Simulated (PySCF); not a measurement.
C3H4F2Si, SMILES C#CC(F)(F)[SiH3]. Geometry: PBE0-D3(BJ)/def2-SVP. This is a generated structure with no PubChem entry under its InChIKey; it may be hypothetical.

Problem. Give the equilibrium geometry at PBE0-D3(BJ)/def2-SVP (PySCF confirms it by a frequency run) as Cartesian coordinates in Å, and its point group. (Estimate from the structure and the level; the computed values follow.)

Solution. point group Cs.
```xyz
10

C      0.9392     2.3755     0.0000
C      0.2896     1.3551     0.0000
C     -0.3942     0.0632     0.0000
F     -1.1995    -0.0363    -1.0963
F     -1.1995    -0.0363     1.0963
Si     0.8366    -1.4313     0.0000
H      1.5008     3.2925     0.0000
H      1.6762    -1.3435    -1.2268
H      0.0187    -2.6758     0.0000
H      1.6762    -1.3435     1.2268
```
Charge 0, spin multiplicity 1.
